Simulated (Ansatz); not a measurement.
CH6SSiSn, SMILES `S=C[SiH2][SnH3]`, relaxed with RKS PBE-D4/def2-SVP in Ansatz 0.2.0 from a rough embedded geometry. The force threshold is 0.03 eV/Å; the program also tests the step.

Charge 0, multiplicity 1. Sn takes the def2 core potential.

Start:

```xyz
10

S     1.045    2.326    0.472
C     0.043    1.599    1.102
Si   -0.900    0.392    0.133
Sn    0.578   -1.427   -0.794
H    -0.175    1.733    2.174
H    -1.619    1.052   -0.991
H    -1.932   -0.301    0.990
H     1.401   -2.211    0.531
H     1.830   -0.612   -1.859
H    -0.271   -2.551   -1.759
```

```csv
step,energy (eV),largest force (eV/Å),largest move (Å)
1,-25658.5507,17.580,0.000
2,-25660.1558,6.291,0.191
3,-25660.4590,2.050,0.199
4,-25660.6597,1.147,0.193
5,-25660.7094,0.275,0.200
6,-25660.7144,0.146,0.118
7 (rejected),-25660.7144,0.126,0.058
8,-25660.7182,0.045,0.029
9,-25660.7192,0.024,0.056
10,-25660.7195,0.034,0.046
11 (rejected),-25660.7193,0.084,0.011
12,-25660.7195,0.012,0.005
```

End:

```xyz
10

S     0.834    2.879    0.452
C     0.067    1.585    1.097
Si   -1.000    0.394    0.085
Sn    0.611   -1.455   -0.775
H     0.217    1.342    2.175
H    -1.621    1.114   -1.077
H    -2.064   -0.239    0.946
H     1.340   -2.274    0.561
H     1.854   -0.730   -1.729
H    -0.238   -2.616   -1.735
```

It took 17 s on 4 threads of an Arm Neoverse V1 on a shared host, with 0.16 GiB of host memory at the peak.
